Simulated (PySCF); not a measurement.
## Checking a proposed structure

A compound C5H13NOSi gives the data below (simulated from a calculation) and was assigned the structure `C/C=C/[Si@H](NC)OC`.

$^{13}$C{$^{1}$H} NMR (computed): δ 177.4 (C), 43.2 (CH), 32.6 (CH), 26.1 (CH3), 24.0 (CH3).

$^{1}$H NMR (400 MHz, computed): δ 4.72 (br, 1H), 4.44 (br, 1H), 3.95 (d, 3H), 2.36 (m, 1H), 1.16 (m, 1H), 1.00 (d, 3H), 1.00 (d, 3H).

Averaged over atoms made equivalent by symmetry, fast rotation or ring inversion, a single conformation, non-relativistic Hamiltonian, isolated molecule. GFN2-xTB geometry; GIAO PBE0/pcSseg-1 shieldings; PySCF 2.14.

Chemical shifts δ = σref − σ; $^{1}$H and $^{13}$C vs TMS, all at this level.

Q: Compare with the shifts computed for the proposed structure, pairing carbons in order of shift.

A: Mapped SMILES: `[CH3:1]/[CH:2]=[CH:3]/[Si@H:4]([NH:5][CH3:6])[O:7][CH3:8]` (H(Xn): hydrogen on atom n).

| atom | computed for proposal | given list | difference |
| --- | --- | --- | --- |
| C2 | 153.0 | 177.4 | -24.4 |
| C3 | 131.2 | 43.2 | +88.0 |
| C8 | 53.0 | 32.6 | +20.4 |
| C6 | 28.4 | 26.1 | +2.3 |
| C1 | 26.4 | 24.0 | +2.4 |

The rms difference is 41.9 ppm and the largest +88.0 ppm at C3 (alkene CH). The carbon types in order of shift don't match either: CH, CH, CH3, CH3, CH3 for the proposal against C, CH, CH, CH3, CH3 in the data. The proposal doesn't fit.

Q: Which isomer fits?

A: `CC(C)[C@@H]([SiH3])C(N)=O`.

Carbon types of the structure: 1 × C, 2 × CH, 2 × CH3, leaving 5 H on heteroatoms. δC 177.4: amide carbonyl carbon; it is a carbonyl in resonance with an O or N lone pair, the region of acids, esters and amides. δC 43.2: sp3 CH bonded to Si, α to a carbonyl; the adjacent C=O deshields it moderately. δC 26.1, 24.0: methyl carbon; a saturated carbon with 1 carbon neighbour and no heteroatom attached. δH 1.00, 1.00: hydrogen on a methyl carbon; far from electronegative atoms and π systems.

The data come from this structure; uniqueness wasn't tested.

The OH or NH signal is concentration- and solvent-dependent in practice; the value given is the gas-phase one. The two substituents on the amide-type nitrogen aren't averaged: C–N rotation is slow on the NMR time scale. Shifts are as computed. Against solution values, carbons near 30 ppm lie about +3 ppm off and those near 130 ppm about +5 ppm. Of 1211 compounds with measured shifts, 218 miss one by over three times the rms of a fit or turn the order of signals round; such compounds aren't used in these exercises. Hydrogen bonding in solution deshields acid and N–H amide carbonyl carbons by as much as 10 ppm beyond these values. No couplings were computed; multiplicities are counted from neighbouring protons, with m where these are inequivalent, close in shift, in a saturated or five-membered ring or joined by F or P, and br s for small geminal =CH2 splittings.
